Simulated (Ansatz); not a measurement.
Calculated with Ansatz (gas phase, PBE0-D4/def2-TZVP geometries, no zero-point term in ΔE). CBS: MP2 limit from def2 TZ/QZ plus the TZ coupled-cluster correction, frozen cores. DFT in def2-TZVPP. B3LYP here is the variant with VWN-RPA as its local correlation; programs differ in this. Each species was taken in one conformer, which may not be the lowest.

`C=C[SiH2]C=N` → `CC[SiH2]C#N`  (isomerisation)

Task: Is it downhill or uphill in electronic energy at CCSD(T)/CBS, and by how much? (An estimate is asked.)

Result: Computed: Downhill: ΔE = -143.6 kJ/mol.

Task: What do these levels give: r2SCAN-D4, PBE0-D4, ωB97X-V, PBE0, B3LYP, HF/def2-TZVPP, SCS-MP2/def2-TZVPP, CCSD/def2-TZVPP, MP2/def2-QZVPP, SCS-MP2/def2-QZVPP, MP2/CBS(def2), CCSD/CBS(def2)? (Estimate.)

Result: The calculation gave: r2SCAN-D4 -138.5, PBE0-D4 -134.5, ωB97X-V -144.7, PBE0 -135.1, B3LYP -134.0, HF/def2-TZVPP -150.4, SCS-MP2/def2-TZVPP -164.3, CCSD/def2-TZVPP -150.5, MP2/def2-QZVPP -164.2, SCS-MP2/def2-QZVPP -161.2, MP2/CBS(def2) -162.5, CCSD/CBS(def2) -145.6 kJ/mol.

Largest T1 diagnostic among the species: 0.012.

From PBE to PBE0 (25 % exact exchange), in def2-TZVPP and without D4, ΔE moves by −6.0 kJ/mol.
